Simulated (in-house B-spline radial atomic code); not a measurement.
Multiplet parameters of the 4d5 shell in Ag⁶⁺ ([Kr] 4d5). Level of theory: non-relativistic Hartree-Fock, average of configuration, point nucleus; calculated with an all-electron radial atomic-structure program (B-spline basis).

Slater integrals: F^2 = 91524 cm⁻¹, F^4 = 61057 cm⁻¹. Central-field spin-orbit parameter ζ(4d) = 2557 cm⁻¹ (bare central field on non-relativistic orbitals, without two-electron terms: too large for light atoms, too small for heavy ones).

Task: What are Racah's B and C?

Result: B = F^2/49 - 5F^4/441 = 1176 cm⁻¹, C = 35F^4/441 = 4846 cm⁻¹, C/B = 4.12.

Task: Where do the terms lie in LS coupling, without spin-orbit interaction?

Result: In cm⁻¹ above the Hund's-rule term (some of the terms):
| term | expression | energy |
| --- | --- | --- |
| 6S | 0B + 0C | 0 |
| 4G | 10B + 5C | 35985 |
| 4P | 7B + 7C | 42150 |
| 4D | 17B + 5C | 44214 |
| 4F | 22B + 7C | 59783 |

Task: Is LS coupling a fair picture here?

Result: Unscaled Hartree-Fock integrals overestimate measured term splittings, because correlation screens the repulsion; fits to spectra scale them down, most for low charges. Here ζ is 2.18 times B, so the coupling is intermediate: spin-orbit interaction mixes the terms, and LS labels name only the largest part.
